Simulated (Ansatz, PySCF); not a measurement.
Gas-phase reaction in SMILES: CSC [methylsulfanylmethane] → [CH3] (CH3) + C[S] (the C-S bond at the site shown breaks; other sites are not compared here)
Each molecule is optimised on its own at B3LYP-D3(BJ)/def2-TZVP (Ansatz, a program for electronic structure).
Geometry of the first species:
```xyz
9

C      0.0016     1.3789    -0.5167
S      0.0002     0.0021     0.6601
C     -0.0019    -1.3822    -0.5079
H      0.0029     2.2993     0.0655
H      0.8930     1.3571    -1.1446
H     -0.8903     1.3593    -1.1440
H     -0.0029    -2.2988     0.0802
H     -0.8938    -1.3644    -1.1353
H      0.8895    -1.3666    -1.1359
```
Charge 0, spin multiplicity 1.

Quantity: bond dissociation energy (enthalpy at 298 K, with B3LYP-D3(BJ) rigid-rotor harmonic-oscillator terms from PySCF), in eV. Valence correlation only, unless marked. Open shells are spin-unrestricted. No spin-orbit coupling. Non-relativistic unless marked X2C. CBS marks a two-point X^-3 extrapolation of the correlation energy; Hartree-Fock from the larger set. The bracket is a focal-point correction in the basis named.

```json
[
 {"level": "HF/6-31G*", "program": "Ansatz", "bond dissociation energy (eV)": "1.82"}
]
```

### Question
Predict the RI-MP2/CBS(aug-cc-pV(T+d)Z,aug-cc-pV(Q+d)Z)+[CCSD(T)-MP2]/aug-cc-pV(T+d)Z result (Ansatz).

### Answer
3.20 eV, so HF/6-31G* differs from it by -1.38 eV.
